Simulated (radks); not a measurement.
Values are calculated unless marked as measured or tabulated.
Problem. Sb24+, 27 electrons, occupied as [Ar] 3d9. Level of theory: scalar-relativistic Kohn-Sham, PBEsol, spin-polarised, spherical densities, finite nucleus; open shells are filled with parallel spins first (spin-orbit coupling, left out, can overturn this in heavy ions); Fermi nuclear charge, rms radius 4.6802 fm (a radial shooting solver on a logarithmic mesh with Libxc functionals). Some entries of the table are withheld. Estimate them.

orbital,occ.,eigenvalue (eV),<1/r> (bohr^-1),<r> (bohr)
1s up,1,-31097.93,54.30,0.02843
1s down,1,-31097.89,54.30,0.02843
2s up,1,-5400.902,12.44,0.1224
2s down,1,-5398.435,12.44,0.1224
2p up,3,-4933.765,11.94,0.1069
2p down,3,-4931.875,11.94,0.1068
3s up,1,-1637.055,4.542,0.3229
3s down,1,-1634.253,4.538,0.3231
3p up,3,-1484.435,4.341,0.3189
3p down,3,-1481.580,4.337,0.3191
3d up,5,(1),4.126,0.2916
3d down,4,(2),4.123,0.2919

Solution. 
(1) 3d up eigenvalue (eV): -1258.153
(2) 3d down eigenvalue (eV): -1254.768
